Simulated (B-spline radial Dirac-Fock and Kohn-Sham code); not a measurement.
Re⁺: non-radiative channels of the L1 vacancy

System: the Re⁺ ion, configuration [Xe] 4f14 5d5 6s1, inside a Watson sphere of charge -1 and radius 3 Å (a model of the Madelung potential; inside it an electron's potential energy is raised by 4.8 eV).

Input of the calculation (task.json; shells as n, l, electrons):

```json
{"items": [{
  "Z": 75,
  "q": 1,
  "cfg": [[1, 0, 2], [2, 0, 2], [2, 1, 6], [3, 0, 2], [3, 1, 6], [3, 2, 10], [4, 0, 2], [4, 1, 6], [4, 2, 10], [4, 3, 14], [5, 0, 2], [5, 1, 6], [5, 2, 5], [6, 0, 1]],
  "A": 187,
  "rrms": 5.3698,
  "watson": [-1, 3.0],
  "do": ["binding", "quiet", "decay"],
  "holes": ["K", "L1", "L2", "L3", "M1", "M2", "M3", "M4", "M5", "N1", "N2", "N3", "N4", "N5", "N6", "N7"]
}]}
```

Run with: `python xray_run.py task.json out`

Method: one-electron (LDA, Dirac) transition rates at Dirac-Fock energies. Computed with a radial atomic solver. Kinetic energies are configuration averages from the vacuum level; the two-hole energies are estimated from single-hole states.

```
transition  kinetic energy (eV)  width (meV)  share (%)
   L1-L2N2                 3.08          191        2.4
   L1-L3M5                12.87         2840       35.6
   L1-L2N3                77.21          208        2.6
   L1-L2N4                254.1         66.4        0.8
   L1-L2N5                267.4         88.5        1.1
   L1-L2O1                    –         47.4        0.6
   L1-L2N6                496.5          180        2.3
   L1-L2N7                499.2          237        3.0
   L1-L3N1               1320.0          252        3.2
   L1-L3N2               1425.6          106        1.3
   L1-L3N3               1501.8          155        2.0
   L1-L3N4               1676.7          369        4.6
   L1-L3N5               1691.6          455        5.7
   L1-L3N6               1919.7          293        3.7
   L1-L3N7               1922.4          365        4.6
   L1-M1M1               6580.7         61.2        0.8
   L1-M1M2               6845.7          126        1.6
   L1-M1M3               7161.5          211        2.6
   L1-M1M4               7570.7          167        2.1
   L1-M1M5               7638.2          219        2.7
   L1-M2M5               7888.1         72.8        0.9
   L1-M4M5               8618.2          316        4.0
   L1-M5M5               8687.1         85.5        1.1
   L1-M1N3               9101.2         48.0        0.6
```

A dash stands for an energy that rests on an unreliable hole state.

Coster-Kronig rates are the weakest part of this model and often come out 1.5 to 2.5 times too large. The listed channels hold 90 % of the non-radiative rate. Summed by principal shells, of 7.97 eV in all: LLN 37.2 %, LLM 35.6 %, LMM 16.7 %, LMN 6.2 %, LLO 2.9 %, LMO 0.6 %.
